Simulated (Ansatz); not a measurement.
Task: Name a neutral molecule of B, C, F, N and H with HOMO–LUMO gap (PBE/def2-TZVPP) between 6.25 and 6.55 eV and size of the dipole moment (PBE/def2-TZVPP) between 1.60 and 1.90 D (Ansatz, PBE0-D4/def2-TZVP geometry).

Result: `CBNCF` (6.48 eV, 1.76 D); `FB1CN1` (6.45 eV, 1.77 D). Other molecules can fit too; these were computed, each in one conformer that needn't be the lowest.
